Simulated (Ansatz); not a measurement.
(CdS)2 ring (Cd₂S₂), relaxed as a singlet with RKS r2SCAN-D4/def2-SVP in Ansatz, starting from the GFN2-xTB geometry. Force threshold 0.02 eV/Å.

In the def2 sets Cd takes a core potential; there is no spin–orbit coupling.

Start:

```xyz
4

Cd    1.342    0.271    0.668
S     0.801   -1.412   -1.036
Cd   -1.342   -0.271   -0.668
S    -0.801    1.412    1.036
```

```csv
step,energy (eV),largest force component (eV/Å),SCF passes
1,-30795.1855,0.581,31
2,-30795.3239,0.371,39
3,-30795.3686,0.042,32
4,-30795.3691,0.004,34
```

Force components are those of the run's own axes.

End:

```xyz
4

Cd    1.2217    0.2465    0.6084
S     0.8436   -1.4877   -1.0913
Cd   -1.2217   -0.2465   -0.6084
S    -0.8436    1.4877    1.0913
```

By distances, no bond broke or formed. The bond that changes most is Cd1–S4, from 2.46 to 2.46 Å (atoms count from 1).

No frequencies were taken in this run, so the end may be a saddle point.

It took 26 s on 2 threads of Arm Neoverse V2 on a shared host.
